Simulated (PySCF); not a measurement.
**Two-component Hartree-Fock for Br³³⁺ (bromine, charge +33)**

Start: 1s2. Calculated with PySCF 2.14 in an uncontracted even-tempered set (15 s from 53 bohr⁻², ratio 2.4; 10 p from 69 bohr⁻², ratio 2.4; 3 d from 220 bohr⁻², ratio 2.6; 3 f from 330 bohr⁻², ratio 2.6): generalised Hartree-Fock with the X2C-1e Hamiltonian and a Gaussian nucleus; one run each with spin-orbit coupling (SO) switched off, then screened by Boettger's factors.

```tsv
spinor shell	electrons	ε, spin-free (eV)	ε, screened SO (eV)	weight of nominal j (screened SO)	rms radius, screened SO (bohr)
1s1/2	2	-16334.9	-16334.9	1.000	0.0487
```

| quantity | spin-free | screened SO |
| --- | --- | --- |
| E (hartree) | -1223.05357 | -1223.05357 |
| M_J | 0 | 0 |
| ⟨J²⟩ | 0.000 | 0.000 |
| ⟨L²⟩ | 0.000 | 0.000 |
| ⟨S²⟩ | 0.000 | 0.000 |

Without spin-orbit coupling the j labels of p, d and f shells carry no meaning; the spin-free column gives the mean over the occupied spinors of each nl shell.
